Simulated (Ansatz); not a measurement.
```
atom   x (Å)   y (Å)    z (Å)
   C  0.0000  0.0000   0.6446
   N  0.0000  0.0000  -0.6446
```

Basis set: STO-3G (spherical functions). Left uncorrelated: 2 orbitals. Correlation on ROHF uses semicanonical orbitals with singles. Charge 0, multiplicity 2.

Computed with Ansatz (development build ahead of 0.2.0); the reference of a correlated method needn't be the lowest determinant of its kind.

Q: Give the atomization energy at this shape (free ground-state atoms in the same class of orbitals less the molecule, no zero-point energy) of doublet CN by UHF-CCSD(T), ROHF-CCSD(T).

A:

```json
{"method": "UHF-CCSD(T)", "atomization energy": "6.33 eV"}
{"method": "ROHF-CCSD(T)", "atomization energy": "6.29 eV"}
```

Caution: the reference determinant was not shown to be the lowest; the shape is not the minimum. Caution for UHF-CCSD(T): the unrestricted determinant is a mixture of spin states. Caution for ROHF-CCSD(T): an unrestricted determinant lies well below; other determinants can give a lower correlated total.

This basis has no polarisation functions and is too small for such energies, which can lie far from measured ones in either direction.
